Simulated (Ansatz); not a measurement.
`CO[SiH2][SiH2]O` + H₂S → `O[SiH2]S` + `CO[SiH3]`  (cleavage of the Si–Si bond)

Calculated with Ansatz (gas phase, PBE0-D4/def2-TZVP geometries, no zero-point term in ΔE). CBS: MP2 limit from def2 TZ/QZ plus the TZ coupled-cluster correction, frozen cores. This one scheme is used for every species. Functionals use def2-TZVPP. One conformer a species, not always the lowest.

`CO[SiH2][SiH2]O`:

Z-matrix (Å, degrees):
```
C
O 1 1.409
H 1 1.096 2 111.4
H 1 1.091 2 108.3 3 119.3
H 1 1.096 2 111.4 3 -121.3
Si 2 1.648 1 122.6 3 62.6
Si 6 2.349 2 106.9 1 178.6
H 6 1.495 2 110.4 1 56.1
H 6 1.498 2 110.5 1 -60.8
O 7 1.656 6 111.0 2 172.2
H 7 1.484 6 111.3 2 -70.7
H 7 1.492 6 109.0 2 49.2
H 10 0.958 7 117.4 6 -62.3
```

H₂S:

Z-matrix (Å, degrees):
```
S
H 1 1.341
H 1 1.341 2 92.3
```

`O[SiH2]S`:

Cartesian coordinates in Å:
```
O 0.579 0.317 -1.350
Si -0.484 0.215 -0.103
S 0.399 -0.467 1.714
H 1.393 0.801 -1.194
H -1.048 1.535 0.276
H -1.530 -0.712 -0.583
H 0.691 -1.690 1.240
```

`CO[SiH3]`:

Cartesian coordinates in Å:
```
C -0.484 -0.493 1.173
O -0.165 -0.761 -0.172
Si 0.453 0.383 -1.174
H 0.399 -0.174 1.740
H -0.871 -1.409 1.622
H -1.252 0.285 1.257
H 0.659 -0.273 -2.486
H 1.746 0.907 -0.648
H -0.484 1.534 -1.311
```

Problem. Is it downhill or uphill in electronic energy at CCSD(T)/CBS, and by how much? (An estimate is asked.)

Solution. Ansatz gave: Downhill: ΔE = -84.6 kJ/mol.

Problem. What do these levels give: PBE-D4, ωB97M-V, PBE, r2SCAN, PBE0, CCSD/def2-TZVPP? (Estimate.)

Solution. The calculation gave: PBE-D4 -73.9, ωB97M-V -88.4, PBE -75.2, r2SCAN -84.9, PBE0 -79.4, CCSD/def2-TZVPP -83.2 kJ/mol.

Largest T1 diagnostic among the species: 0.012.

From PBE to PBE0 (25 % exact exchange), in def2-TZVPP and without D4, ΔE moves by −4.1 kJ/mol.
